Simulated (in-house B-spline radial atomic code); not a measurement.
RPA and G0W0 on TPSS: neutral cadmium

Configuration [Kr] 4d10 5s2, mean-field start TPSS. Computed with a B-spline radial code for spherical atoms: all electrons, scalar-relativistic (spin-free one-electron X2C), finite nucleus, each spin shell either full or empty, empty states to l = 9 with an (l + 1/2)⁻⁴ tail; G0W0 by contour deformation at full frequency.

Command:
```bash
python run_gw.py task.json out
```
Settings (radii: box in bohr, nucleus in fm):
```
Z                        48
electrons                48
configuration            [Kr] 4d10 5s2
hamiltonian              x2c
method                   tpss,tpss
lmax                     9
rms_radius               4.6087
spin_polarised           False
box_radius               40
intervals                72
ion_configuration        [Kr] 4d10 5s1
```

Run time, properties included: 7 s on 1 thread of Arm Neoverse V2, with other jobs on the host.

Energies (hartree):

```json
{"term": "mean-field total", "value": "-5593.80919"}
{"term": "Hartree-Fock functional on these orbitals", "value": "-5591.35990"}
{"term": "direct second order", "value": "-4.4094"}
{"term": "second-order exchange", "value": "1.2173"}
{"term": "SOSEX correction", "value": "1.1043"}
```

What is the RPA correlation energy, and what remains with SOSEX?

RPA gives -3.7545 hartree (-2.13 eV per electron); RPA + SOSEX gives -2.6503, and the second-order doubles -3.1921 hartree (no singles). SOSEX takes back 29 % of the RPA value.

Quasi-particle levels (eV):

| level | occupied | mean field | Σx - vxc | Σc | QP weight | G0W0 |
| --- | --- | --- | --- | --- | --- | --- |
| 5s | yes | -5.567 | -2.09 | ? | ? | ? |
| 5p | no | -1.050 | 2.60 | -0.94 | 0.916 | 0.604 |

G0W0 = mean field + (Σx - vxc) + Σc, with Σc (partial-wave tail included) taken at the quasi-particle energy. Only the outer levels were computed. Levels of low weight are left out. An empty level above zero is unbound and depends on the box.

Where does G0W0 put 5s?

At -8.998 eV, with Σc = -1.34 eV and a quasi-particle weight of 0.811. The tabulated removal energy is 8.994 eV (NIST, measured); the calculation leaves out spin-orbit coupling, Breit and QED terms, and what these don't explain is the method's own error.

What does it cost to remove one electron (to [Kr] 4d10 5s1) by differences of total energies, each species on its own start (correlation terms add to the Hartree-Fock functional)?

TPSS 8.813 eV, Hartree-Fock functional 7.190 eV, + RPA 9.328 eV, + RPA + SOSEX 8.820 eV, + second order 10.523 eV. Tabulated: 8.994 eV (NIST, measured); the calculation leaves out spin-orbit coupling, Breit and QED terms, and what these don't explain is the method's own error.
